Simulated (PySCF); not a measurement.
## Electronic absorption of C4H11PSi2

Species: C₄H₁₁PSi₂.
Cartesian coordinates in Å at the GFN2-xTB level; atoms count from 1:
```xyz
18
C4H11PSi2 angstrom
C      3.271   -0.950   -0.248
Si     1.692   -0.035    0.270
P      0.406    0.194   -1.566
C     -1.050    1.049   -0.829
C     -1.533    2.394   -0.502
C     -1.281   -0.235   -0.843
Si    -2.392   -1.669   -0.434
H      3.942   -1.072    0.596
H      3.043   -1.937   -0.639
H      3.804   -0.405   -1.021
H      2.047    1.273    0.848
H      0.996   -0.779    1.333
H     -1.614    2.991   -1.411
H     -2.509    2.336   -0.021
H     -0.828    2.892    0.165
H     -3.580   -1.115    0.222
H     -2.755   -2.363   -1.669
H     -1.670   -2.564    0.473
```

Computed, not measured: PySCF, TDDFT wB97X-D/def2-SVPD, vertical, gas phase, core orbitals frozen in the response.

Task: Predict the UV-vis stick spectrum at this level.

Result: 

```csv
state,E (eV),E (hartree),f,"main configurations (H = HOMO, L = LUMO)"
S1,4.40,0.1616,0.0082,"H→L+1 (68%), H→L (26%)"
S2,4.53,0.1666,0.020,"H→L (70%), H→L+1 (26%)"
S3,5.14,0.1891,0.0005,"H-1→L (80%), H→L+2 (12%)"
S4,5.53,0.2031,0.060,"H→L+2 (70%), H-1→L (13%)"
S5,6.02,0.2212,0.022,"H→L+3 (68%), H→L+4 (11%)"
S6,6.26,0.2301,0.162,H-1→L+1 (76%)
S7,6.39,0.2347,0.016,H-2→L (81%)
S8,6.65,0.2442,0.064,H-1→L+2 (71%)
```

Triplets, Tamm–Dancoff:

| state | E (eV) | λ (nm) | main configurations (H = HOMO, L = LUMO) |
| --- | --- | --- | --- |
| T1 | 3.49 | 355.8 | H→L (88%) |
| T2 | 3.97 | 312.0 | H→L+1 (91%) |
| T3 | 4.76 | 260.3 | H→L+2 (43%), H-1→L (33%) |

The lowest singlet lies at 4.40 eV (282 nm, ultraviolet) and is weak; its leading configuration is HOMO→LUMO+1 (68%). The most intense listed level is S6 at 6.26 eV (198 nm, f = 0.162), 1.86 eV above S1. Löwdin shares by element: HOMO phosphorus 44%, carbon 30% or more, silicon 15% or more; LUMO carbon 56% or more, silicon 13% or more, phosphorus 7% (atoms not listed hold the other 25%). Of the 8 states listed, 6 reach f = 0.01 and none stays under 0.0005. The listed states span 2.25 eV, and the widest gap between neighbours is 0.61 eV (S2 to S3). The oscillator strengths of these states sum to 0.353; summed over the whole spectrum of an exact calculation they would give the number of electrons, 78 (Thomas–Reiche–Kuhn). Only the lowest 8 singlets were computed, as vertical energies without vibronic structure.

One conformer stands for the species.
